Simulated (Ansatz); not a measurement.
Ansatz (a quantum-chemistry and plane-wave program) input for Zn(NH2)(OSiH3) (H5NOSiZn), SMILES [NH2][Zn][O][SiH3], PBE/def2-SVPD. Geometry optimised at PBE0-D3(BJ)/def2-SVP. The structure was generated by enumeration; whether it is a known compound was not checked. The values are those of a single conformer.

Ansatz 0.2 input:
```yaml
crystal:
  periodic: [false, false, false]
  atoms:
    - {symbol: Zn, position_ang: [-0.36559553, 0.44263448, 0.59518909]}
    - {symbol: N, position_ang: [-1.31555111, 1.10520361, 1.98680767]}
    - {symbol: H, position_ang: [-1.07633701, 0.73853487, 2.90543466]}
    - {symbol: H, position_ang: [-2.32822116, 1.05402308, 1.90067914]}
    - {symbol: O, position_ang: [0.63964031, 0.01012231, -0.79342377]}
    - {symbol: Si, position_ang: [1.06080733, -1.27101581, -1.72239321]}
    - {symbol: H, position_ang: [-0.12903900, -1.90271834, -2.38765314]}
    - {symbol: H, position_ang: [1.73400480, -2.35123221, -0.92428383]}
    - {symbol: H, position_ang: [2.00789117, -0.84082445, -2.79660806]}
basis:
  gaussian:
    orbitals: def2-SVPD
hamiltonian:
  xc: {name: PBE}
```

Program output:

```
WARN ansatz: RAYON_NUM_THREADS=1 ignored (pool sized by the plan → 1); use --threads N
Functional definition: PBE
integrals: 0.08 GiB planned
1287 factors; their error is unknown
mean field: 0.47 GiB planned
mean field evaluation 1: about -59870.4539 eV, gradient 1.1e2 eV
mean field evaluation 2: about -59745.3940 eV, gradient 2.3e2 eV
mean field evaluation 4: about -59888.0915 eV, gradient 3.8e1 eV
mean field evaluation 8: about -59890.3716 eV, gradient 1.3e-1 eV
mean field evaluation 16: about -59890.3218 eV, gradient 2.6e-4 eV
mean field -59890.32176026 eV, -2200.9287295715 hartree, gradient 6.1e-5 eV, S^2 0.000000; 0 other end points of the search recorded, 0 dependent functions left out
reference -59890.32181653 eV, -2200.9287316392 hartree; 32, 32 occupied and 109, 109 virtual orbitals, 1287 factors
Total energy: -59890.32181653 eV, -2200.9287316392 hartree
```

The run converged.

Cost: very roughly 3 core-seconds.
